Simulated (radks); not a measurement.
The numbers below are computed, except where a source is named.
Valence configurations of the neodymium ion Nd+ (all share [Xe]). Code: a radial shooting solver on a logarithmic mesh with Libxc functionals. Model: scalar-relativistic Kohn-Sham, PBE, spin-polarised, spherical densities, point nucleus; open shells are filled with parallel spins first (spin-orbit coupling, left out, can overturn this in heavy ions). Energies are relative to 4f4 6s1; eigenvalues in eV for spin up.

valence          E (eV)  moment (Bohr magnetons)    e(4f)    e(5d)   e(6p)    e(6s)
4f4 6s1           0.000                        5   -8.512        -       -   -8.562
4f4.5 6s0.5       0.577                        5   -5.518        -       -   -7.747
4f3.5 6s1.5       1.089                        4  -12.116        -       -   -9.181
4f4 6s0.5 6p0.5   1.523                        5   -9.073        -  -5.819   -8.861
4f5               2.092                        5   -3.402        -       -        -
4f4 6p1           3.035                        5   -9.625        -  -6.141        -
4f3 6s2           3.603                        3  -16.160        -       -   -9.763
4f3 6s1.5 6p0.5   5.115                        4  -16.704        -  -6.806  -10.329
4f3 6s1 6p1       6.374                        5  -17.187        -  -7.206  -10.796
4f2 5d2 6s1       9.804                        5  -19.976  -10.521       -   -9.775

NIST lists [Xe] 4f4 6s1 as the ground configuration; this level of theory agrees among the configurations tried. The energies are those of spherical high-spin densities, not of single terms.
